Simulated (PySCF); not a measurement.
Computed IR spectrum (relative IR intensity) of a molecule C3H7NSi. Coordinates come from a PBE-D3(BJ)/def2-SVP optimisation. Other conformers were not sampled. These are PBE-D3(BJ)/def2-SVP (PySCF) values and carry that method's errors. Frequencies are harmonic and unscaled.

Lines under 2 % of the strongest are left out, and lines within 2 cm⁻¹ are merged.

ν (cm⁻¹): 176 (w), 330 (m), 386 (w), 546 (w), 587 (w), 615 (m), 654 (vs), 733 (w), 743 (m), 852 (m), 885 (vs), 905 (w), 918 (m), 1170 (w), 1237 (m), 1426 (m), 1570 (m), 1998 (w), 2142 (s), 2144 (s), 2180 (m), 2998 (w), 3453 (vw), 3558 (vw) (against the strongest line: vs over 80 %, s over 45 %, m over 15 %, w over 4 %, vw less)

### Question
Pick the molecule that these values belong to.
A) NC=C=C[SiH3]
B) N[Si@H]1C=CC1
C) N[C@H]1C=C[SiH2]1
D) CN1C=C[SiH2]1

### Answer
A, NC=C=C[SiH3]
